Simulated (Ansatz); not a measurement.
## Four-centre ligand exchange

Start structure (BNH₃Cl₃, singlet), relaxed at PBE0-D4/def2-TZVP:

B1  (0.365, 0.356, -0.561)
Cl2  (2.115, 0.400, -0.037)
Cl3  (0.074, -0.669, -2.045)
Cl4  (-0.408, 2.009, -0.656)
H5  (-0.296, 0.113, 1.503)
N6  (-0.412, -0.403, 0.633)
H7  (-0.034, -1.340, 0.749)
H8  (-1.404, -0.467, 0.413)
(Å)

The step: BCl₃ ([Cl][B]([Cl])[Cl]) + NH₃ → BNH₂Cl₂ ([NH2][B]([Cl])[Cl]) + HCl; bonds formed: Cl2–H5; dative contacts that become bonds: B1–N6; bonds broken: B1–Cl2, H5–N6. Computed with Ansatz 0.2.0 (basis: def2-TZVPP and def2-QZVPP); correlated methods freeze the cores. Extrapolation: Hartree–Fock as exp(−7.88 √X), correlation as X^−2.97. Energies below are by CCSD(T) at an estimated basis limit (MP2 extrapolated from triple and quadruple zeta, plus CCSD(T) − MP2 in triple zeta).

(1) What are the electronic barrier and the energy of the step, from the start structure to the end structure? (Judge from chemistry; the value comes from the calculation.)

No T1 diagnostic of these runs exceeds 0.012.

Results:

(1) By the calculation: Barrier 1.472 eV; step energy 0.592 eV (uphill); reverse barrier, their difference, 0.879 eV. Barrier and step energy count from the start structure, the reverse barrier from the end structure.

The saddle point: One imaginary mode of 914i cm⁻¹.
```csv
pair,start (Å),saddle (Å),end (Å)
B1–N6,1.61,1.50,1.40
Cl2–H5,2.88,1.60,1.29
B1–Cl2,1.83,2.58,3.92
H5–N6,1.02,1.24,2.10
```

Zero-point energy (harmonic, PBE0-D4): ZPE is 1.326 eV at the start and 1.140 eV at the saddle, so the barrier goes from 1.472 to 1.286 eV.

First-order rate constant out of the start structure at 298 K by transition-state theory, with harmonic vibrational free energies alone and no tunnelling: ΔA‡ = 1.280 eV, so k = (kB T/h) exp(−ΔA‡/kB T) ≈ 10^-9 s⁻¹ (an order of magnitude at best: rotation, the number of equivalent paths and anharmonicity are left out).

The step is the kind of exchange with an N–H group that builds nitride films in atomic layer and chemical vapour deposition.

Labels in which every atom is bracketed show which atoms are joined, not bond orders.

For scale, one of the runs: CCSD(T)/def2-TZVPP, 230 basis functions, launched by `ansatz run in.yaml --threads 4 --pin off --events-out ev --progress --plain --max-ram 9574MiB`. The run took 110 s on 4 CPU threads of an Arm Neoverse V1 (shared host), with 3.7 GiB of host memory at its peak.
